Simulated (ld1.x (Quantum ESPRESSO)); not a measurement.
The numbers below are computed, except where a source is named.
**Hardness and transferability of assorted potentials**

Generated with ld1.x 7.5 (TM, RRKJ, ultrasoft, PAW), atompaw 4.2 or ONCVPSP 4.0.1. The cutoff is in Ry: for ld1.x and atompaw files where the sum of valence levels is converged to 10 mRy in a Bessel basis, for ONCV files where the hardest occupied wave has 1 mHa per electron of residual kinetic energy. The error is the largest all-electron minus pseudo excitation energy over each file’s own four to seven test configurations (ionisations up to +4, promotions, holes and added fractions of an electron), all of which were solved. The labels leave out finer settings (local radius, basis sizes, second energies), which also bear on the numbers. Spin-polarised tests are not counted. The rows are a selection from randomly drawn settings: files with unsolved tests, undetermined cutoffs or missed reference levels are left out.

A true bound ghost makes a file unfit for plane-wave use even where its test errors are small: the radial tests pick states by their node count and pass the ghost by.

| element | potential | cutoff (Ry) | largest error (meV) | bound ghosts |
| --- | --- | --- | --- | --- |
| Cl | ultrasoft, BLYP, scalar-relativistic, rc 1.20/1.10/0.80 (spd), local smoothed, core correction no, reference 3s2 3p5 | 35 | +79 | none |
| Zn | RRKJ, PBEsol, non-relativistic, rc 0.70/0.85/1.05/0.80 (spdf), local s, core correction no, reference 3s2 3p6 3d10 4s0 4p0 | 260 | +241 | none |
| In | TM, PBEsol, scalar-relativistic, rc 2.25/1.95 (sp), local p, core correction yes, reference 5s2 5p1 | 21 | -240 | s |
| Gd | RRKJ, PBEsol, scalar-relativistic, rc 2.30/3.00/2.90 (spd), local s, core correction no, reference 5d1 6s0 6p0 | 12 | +1111 | p, s |

Q: Fill in the row for Ru: TM, PBE, fully relativistic, rc 2.54/2.74/1.76/2.48 (spdf), local s, core correction no, reference 4d6 5s0 5p0.

A: cutoff 50 Ry, largest error -147 meV, bound ghosts: none.

Q: Fill in the row for W: TM, BLYP, scalar-relativistic, rc 2.40/1.75/2.15 (spd), local s, core correction yes, reference 5p6 5d4 6s0 6p0.

A: cutoff 40 Ry, largest error -664 meV, bound ghosts: none.
